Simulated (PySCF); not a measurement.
Simulation results for B$_{2}$GeH$_{6}$N

Calculation on a computer-drawn molecule: optimised geometry and harmonic frequencies of an isolated molecule of the commonest isotopes, restricted reference for singlets and unrestricted otherwise, frozen core in MP2; on germanium a core potential holds 10 electrons, which the energies leave out, and 3d is frozen in MP2 and coupled-cluster steps. Program: PySCF 2.14.0.

```yaml
- formula: B2GeH6N
  start_structure:
    atoms_angstrom:
      - [B, -3.7935, 1.375, -1.9458]
      - ["N", -2.5618, 0.6845, -1.7424]
      - [B, -1.8385, -0.2088, -2.6593]
      - [Ge, -1.719, 1.0001, 0.0151]
      - [H, -4.2105, 1.3698, -3.1504]
      - [H, -4.3942, 1.8411, -1.081]
      - [H, -2.2197, -0.249, -3.7092]
      - [H, -0.9953, -0.7599, -2.2244]
      - [H, -2.0383, 2.4886, 0.258]
      - [H, -0.2439, 1.0053, -0.4167]
  given:
    charge: 0
    multiplicity: 2
    method: HF
    basis: cc-pVDZ
    basis_and_core_potential_on_germanium: "cc-pVDZ-PP ECP10MDF"
    drawn_bonds_atom: [1, 2, 2, 1, 1, 3, 3, 4, 4]
    drawn_bonds_other_atom: [2, 3, 4, 5, 6, 7, 8, 9, 10]
    drawn_bonds_order: [1, 1, 1, 1, 1, 1, 1, 1, 1]
  results:
    "rotational_constants [GHz]": null
    spin_squared: null
```

Q: Estimate the rotational constants of B$_{2}$GeH$_{6}$N.
A: 9.739, 3.171, 2.415 GHz

Q: Estimate the spin squared of B$_{2}$GeH$_{6}$N.
A: 0.7536

Further results for B$_{2}$GeH$_{6}$N:

- total energy: -400.7124 hartree
- convergence status largest gradient component: 2.996e-05 hartree/bohr

Optimised structure:
```xyz
10
B2GeH6N
B     -3.7713     1.3488    -2.0232
N     -2.5095     0.7465    -1.7308
B     -1.8862    -0.1411    -2.6604
Ge    -1.7041     1.0495    -0.0529
H     -4.2937     1.1624    -3.0863
H     -4.3111     2.0409    -1.2007
H     -2.3909    -0.3414    -3.7295
H     -0.8563    -0.6897    -2.3687
H     -2.1061     2.4520     0.4208
H     -0.1854     0.9188    -0.2243
```

Modes:
| frequency (cm⁻¹) | reduced mass (dalton) |
| --- | --- |
| 85.58 | 1.123 |
| 280.5 | 2.662 |
| 280.8 | 3.569 |
| 335.3 | 1.044 |
| 338.8 | 3.16 |
| 414.6 | 1.018 |
| 587.3 | 3.356 |
| 676.3 | 1.069 |
| 758.9 | 1.089 |
| 913.1 | 1.032 |
| 980 | 1.306 |
| 996.7 | 1.776 |
| 1107 | 1.344 |
| 1118 | 1.412 |
| 1215 | 2.132 |
| 1297 | 1.316 |
| 1394 | 1.434 |
| 1417 | 3.539 |
| 2188 | 1.015 |
| 2210 | 1.026 |
| 2653 | 1.05 |
| 2672 | 1.06 |
| 2729 | 1.127 |
| 2745 | 1.124 |
